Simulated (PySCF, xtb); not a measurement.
CH3BBrClO, SMILES ClB(Br)OC.

Geometry optimised at B3LYP-D3(BJ)/def2-SVP. Other conformers were not sampled.

The numbers are results of PySCF with C-PCM-B3LYP/def2-SVP, not measurements.

The values are the electrostatic part of the solvation free energy, E(continuum) − E(gas) at the gas-phase geometry, in a cavity of scaled van der Waals radii (PySCF's table); cavitation and dispersion terms are not included. In vacuum the orbital gap is 7.65 eV. The dipole moment in vacuum is 2.45 D.

```csv
solvent,ε,ΔG(elec) (kcal/mol),dipole (D),gap (eV)
water,78.36,-2.6,3.03,7.74
cyclohexanone,15.62,-2.4,2.99,7.74
toluene,2.37,-1.4,2.76,7.71
```

For comparison, GFN2-xTB/ALPB(water) (xtb, at the GFN2-xTB geometry, all terms of that model) gives -2.8 kcal/mol.
